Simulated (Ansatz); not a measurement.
Isolated molecules relaxed with PBE0-D4/def2-TZVP in Ansatz; ΔE leaves out vibrations. CBS: MP2 limit from def2 TZ/QZ plus the TZ coupled-cluster correction, frozen cores. Functionals use def2-TZVPP. For Ge outer-core shells are correlated without core-valence functions, which leaves a few kJ/mol of doubt a bond. Scalar relativity is left out up to krypton. One conformer a species, not always the lowest.

Consider the redistribution: `C=C[SiH2]S` + `B[N](C)[GeH3]` → `BN(C)[SiH2]S` + `C=[CH][GeH3]`.

Q: Is it downhill or uphill in electronic energy at CCSD(T)/CBS, and by how much? (An estimate is asked.)

A: The calculation gave: Downhill: ΔE = -20.9 kJ/mol.

Q: What do these levels give: PBE-D4, r2SCAN-D4, PBE0-D4, ωB97X-V, ωB97M-V, PBE, r2SCAN, SCS-MP2/def2-TZVPP, HF/def2-QZVPP, MP2/def2-QZVPP, SCS-MP2/def2-QZVPP, MP2/CBS(def2)? (Estimate.)

A: The calculation gave: PBE-D4 -18.2, r2SCAN-D4 -20.3, PBE0-D4 -19.8, ωB97X-V -19.9, ωB97M-V -21.6, PBE -17.1, r2SCAN -19.9, SCS-MP2/def2-TZVPP -18.4, HF/def2-QZVPP -18.0, MP2/def2-QZVPP -20.5, SCS-MP2/def2-QZVPP -19.0, MP2/CBS(def2) -21.1 kJ/mol.

Largest T1 diagnostic among the species: 0.013.
